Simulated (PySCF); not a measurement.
C₃H₁₀O₃Sn, triplet, at the geometry of the source list (a higher spin typed on purpose: for a closed-shell molecule this is an excited state) (all electrons, no relativity); PySCF with HF/STO-3G.

Here is a job for PySCF.
```python
from pyscf import gto, scf

mol = gto.M(
    atom='''
C    -1.067800   -1.509700   -0.604200
C    -1.053300   -0.204200    0.152600
C    -1.641800    0.943800   -0.631400
Sn    1.057100    0.273000    0.716100
O     2.259000   -0.038800   -0.857600
O     1.842900   -0.867200    2.139400
O     1.483700    2.144800    1.248200
H    -0.512800   -1.425200   -1.533700
H    -0.635600   -2.315800   -0.015000
H    -2.098300   -1.774100   -0.840400
H    -1.549000   -0.308600    1.120100
H    -2.693300    0.736900   -0.829000
H    -1.134100    1.063600   -1.586100
H    -1.579500    1.879600   -0.078200
H     3.170600    0.208300   -0.712700
H     2.459900   -1.521000    1.804800
H     1.692500    2.714600    0.507000
''',
    basis='sto-3g',
    charge=0,
    spin=2,
    verbose=4,
)

mf = scf.UHF(mol)
mf.DIIS = scf.ADIIS
mf.kernel()
```

Output, abridged:

```
PySCF version 2.14.0

[INPUT] verbose = 4
[INPUT] num. atoms = 17
[INPUT] num. electrons = 102
[INPUT] charge = 0
[INPUT] spin (= nelec alpha-beta = 2S) = 2
[INPUT] symmetry False subgroup None
[INPUT] Mole.unit = angstrom
[INPUT] Symbol           X                Y                Z      unit          X                Y                Z       unit  Magmom
[INPUT]  1 C     -1.067800000000  -1.509700000000  -0.604200000000 AA   -2.017849555811  -2.852919530256  -1.141772524462 Bohr   0.0
[INPUT]  2 C     -1.053300000000  -0.204200000000   0.152600000000 AA   -1.990448527004  -0.385882074636   0.288372206609 Bohr   0.0
[INPUT]  3 C     -1.641800000000   0.943800000000  -0.631400000000 AA   -3.102552351311   1.783523516365  -1.193173075050 Bohr   0.0
[INPUT]  4 Sn     1.057100000000   0.273000000000   0.716100000000 AA    1.997629486278   0.515895232006   1.353232877801 Bohr   0.0
[INPUT]  5 O      2.259000000000  -0.038800000000  -0.857600000000 AA    4.268891315392  -0.073321373633  -1.620629124427 Bohr   0.0
[INPUT]  6 O      1.842900000000  -0.867200000000   2.139400000000 AA    3.482576274961  -1.638770495223   4.042880070894 Bohr   0.0
[INPUT]  7 O      1.483700000000   2.144800000000   1.248200000000 AA    2.803786651017   4.053084591967   2.358756148682 Bohr   0.0
[INPUT]  8 H     -0.512800000000  -1.425200000000  -1.533700000000 AA   -0.969051556677  -2.693237672730  -2.898272957245 Bohr   0.0
[INPUT]  9 H     -0.635600000000  -2.315800000000  -0.015000000000 AA   -1.201109924774  -4.376227759268  -0.028345891868 Bohr   0.0
[INPUT] 10 H     -2.098300000000  -1.774100000000  -0.840400000000 AA   -3.965212327175  -3.352563117591  -1.588125835084 Bohr   0.0
[INPUT] 11 H     -1.549000000000  -0.308600000000   1.120100000000 AA   -2.927185766951  -0.583169482041   2.116682232125 Bohr   0.0
[INPUT] 12 H     -2.693300000000   0.736900000000  -0.829000000000 AA   -5.089599371291   1.392539181192  -1.566582957264 Bohr   0.0
[INPUT] 13 H     -1.134100000000   1.063600000000  -1.586100000000 AA   -2.143138397869   2.009912706087  -2.997294606173 Bohr   0.0
[INPUT] 14 H     -1.579500000000   1.879600000000  -0.078200000000 AA   -2.984822413751   3.551929223732  -0.147776582941 Bohr   0.0
[INPUT] 15 H      3.170600000000   0.208300000000  -0.712700000000 AA    5.991565650546   0.393629951747  -1.346807808978 Bohr   0.0
[INPUT] 16 H      2.459900000000  -1.521000000000   1.804800000000 AA    4.648537293818  -2.874273435463   3.410577709615 Bohr   0.0
[INPUT] 17 H      1.692500000000   2.714600000000   0.507000000000 AA    3.198361465826   5.129850537744   0.958091145154 Bohr   0.0

nuclear repulsion = 796.37283308609
number of shells = 39
number of NR pGTOs = 201
number of NR cGTOs = 67
basis = sto-3g
ecp = {}

******** <class 'pyscf.scf.uhf.UHF'> ********
method = UHF
initial guess = minao
damping factor = 0
level_shift factor = 0
DIIS = <class 'pyscf.scf.diis.ADIIS'>
diis_start_cycle = 1
diis_space = 8
diis_damp = 0
SCF conv_tol = 1e-09
SCF conv_tol_grad = None
SCF max_cycles = 50
direct_scf = True
direct_scf_tol = 1e-13
number electrons alpha = 52  beta = 50
Set gradient conv threshold to 3.16228e-05
init E= -6286.37918553819

cycle= 1 E= -6302.14989536038  delta_E= -15.8  |g|= 0.642  |ddm|= 3.64

cycle= 2 E= -6302.51028186735  delta_E= -0.36  |g|= 0.357  |ddm|= 1.86

cycle= 3 E= -6302.58596153253  delta_E= -0.0757  |g|= 0.202  |ddm|= 0.912
cycle= 4 E= -6302.61322240125  delta_E= -0.0273  |g|= 0.119  |ddm|= 0.63
cycle= 5 E= -6302.62282620089  delta_E= -0.0096  |g|= 0.0627  |ddm|= 0.294
cycle= 6 E= -6302.6261046704  delta_E= -0.00328  |g|= 0.0345  |ddm|= 0.195
cycle= 7 E= -6302.62738325113  delta_E= -0.00128  |g|= 0.0197  |ddm|= 0.0886
cycle= 8 E= -6302.62809457857  delta_E= -0.000711  |g|= 0.0138  |ddm|= 0.0691
cycle= 9 E= -6302.62866148881  delta_E= -0.000567  |g|= 0.0118  |ddm|= 0.0492
cycle= 10 E= -6302.62923214068  delta_E= -0.000571  |g|= 0.012  |ddm|= 0.0499
cycle= 11 E= -6302.62986321399  delta_E= -0.000631  |g|= 0.0125  |ddm|= 0.0513
cycle= 12 E= -6302.63059808944  delta_E= -0.000735  |g|= 0.0137  |ddm|= 0.0555
cycle= 13 E= -6302.63148217739  delta_E= -0.000884  |g|= 0.015  |ddm|= 0.0615
cycle= 14 E= -6302.63257787737  delta_E= -0.0011  |g|= 0.0169  |ddm|= 0.069
cycle= 15 E= -6302.63397026713  delta_E= -0.00139  |g|= 0.019  |ddm|= 0.079
cycle= 16 E= -6302.6357714308  delta_E= -0.0018  |g|= 0.0216  |ddm|= 0.0911
cycle= 17 E= -6302.63811389271  delta_E= -0.00234  |g|= 0.0245  |ddm|= 0.106
cycle= 18 E= -6302.6411241667  delta_E= -0.00301  |g|= 0.0275  |ddm|= 0.122
cycle= 19 E= -6302.64486452615  delta_E= -0.00374  |g|= 0.0302  |ddm|= 0.138
cycle= 20 E= -6302.6492494972  delta_E= -0.00438  |g|= 0.032  |ddm|= 0.153
cycle= 21 E= -6302.65398779372  delta_E= -0.00474  |g|= 0.0325  |ddm|= 0.161
cycle= 22 E= -6302.65863175746  delta_E= -0.00464  |g|= 0.0315  |ddm|= 0.162
cycle= 23 E= -6302.66275053233  delta_E= -0.00412  |g|= 0.0293  |ddm|= 0.154
cycle= 24 E= -6302.66610479725  delta_E= -0.00335  |g|= 0.0266  |ddm|= 0.139
cycle= 25 E= -6302.66868532291  delta_E= -0.00258  |g|= 0.0238  |ddm|= 0.12
cycle= 26 E= -6302.67062537119  delta_E= -0.00194  |g|= 0.0213  |ddm|= 0.101
cycle= 27 E= -6302.67209403523  delta_E= -0.00147  |g|= 0.0192  |ddm|= 0.0833
cycle= 28 E= -6302.67323599683  delta_E= -0.00114  |g|= 0.0176  |ddm|= 0.0688
cycle= 29 E= -6302.67415577075  delta_E= -0.00092  |g|= 0.0163  |ddm|= 0.0573
cycle= 30 E= -6302.67492295374  delta_E= -0.000767  |g|= 0.0152  |ddm|= 0.0485
cycle= 31 E= -6302.67558228161  delta_E= -0.000659  |g|= 0.0144  |ddm|= 0.0418
cycle= 32 E= -6302.67616224186  delta_E= -0.00058  |g|= 0.0136  |ddm|= 0.0367
cycle= 33 E= -6302.67668108569  delta_E= -0.000519  |g|= 0.013  |ddm|= 0.0329
cycle= 34 E= -6302.67715070455  delta_E= -0.00047  |g|= 0.0125  |ddm|= 0.03
cycle= 35 E= -6302.67757905163  delta_E= -0.000428  |g|= 0.012  |ddm|= 0.0277
cycle= 36 E= -6302.67797163914  delta_E= -0.000393  |g|= 0.0115  |ddm|= 0.0258
cycle= 37 E= -6302.67833246061  delta_E= -0.000361  |g|= 0.011  |ddm|= 0.0243
cycle= 38 E= -6302.67866455988  delta_E= -0.000332  |g|= 0.0106  |ddm|= 0.0229
cycle= 39 E= -6302.67897038033  delta_E= -0.000306  |g|= 0.0102  |ddm|= 0.0218
cycle= 40 E= -6302.67925197889  delta_E= -0.000282  |g|= 0.00977  |ddm|= 0.0207
cycle= 41 E= -6302.67951115671  delta_E= -0.000259  |g|= 0.00937  |ddm|= 0.0197
cycle= 42 E= -6302.67974953756  delta_E= -0.000238  |g|= 0.00899  |ddm|= 0.0188
cycle= 43 E= -6302.679968615  delta_E= -0.000219  |g|= 0.00862  |ddm|= 0.018
cycle= 44 E= -6302.68016977975  delta_E= -0.000201  |g|= 0.00826  |ddm|= 0.0172
cycle= 45 E= -6302.68035433585  delta_E= -0.000185  |g|= 0.00791  |ddm|= 0.0164
cycle= 46 E= -6302.68052350975  delta_E= -0.000169  |g|= 0.00758  |ddm|= 0.0157
cycle= 47 E= -6302.68067845599  delta_E= -0.000155  |g|= 0.00725  |ddm|= 0.015
cycle= 48 E= -6302.68082026034  delta_E= -0.000142  |g|= 0.00694  |ddm|= 0.0143
cycle= 49 E= -6302.68094994218  delta_E= -0.00013  |g|= 0.00663  |ddm|= 0.0137
cycle= 50 E= -6302.68106845689  delta_E= -0.000119  |g|= 0.00634  |ddm|= 0.0131
SCF not converged.
SCF energy = -6302.68106845689 after 50 cycles  <S^2> = 2.0215785  2S+1 = 3.0143513
```

Convergence was not reached.
